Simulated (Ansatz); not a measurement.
A geometry relaxed with PBE0-D3(BJ)/def2-TZVP (Ansatz, a quantum-chemistry and plane-wave program), charge 0, multiplicity 1:

```xyz
12

Si    -2.1779    -0.4934    -0.3241
H     -2.6649    -1.2888     0.8344
H     -0.6070     3.2703    -0.1263
H     -2.9920     0.7437    -0.4502
H      2.0159    -2.1845    -0.8867
Si     0.4375     2.2343     0.0474
Si     0.0318     0.1355    -0.0313
H     -2.3407    -1.3175    -1.5516
H      1.7961     2.7920     0.2405
Si     1.8284    -1.2908     0.2873
H      1.6272    -2.1431     1.4895
H      3.0457    -0.4579     0.4713
```

Write the SMILES of this molecule.

`[SiH2]=[Si]([SiH3])[SiH3]`
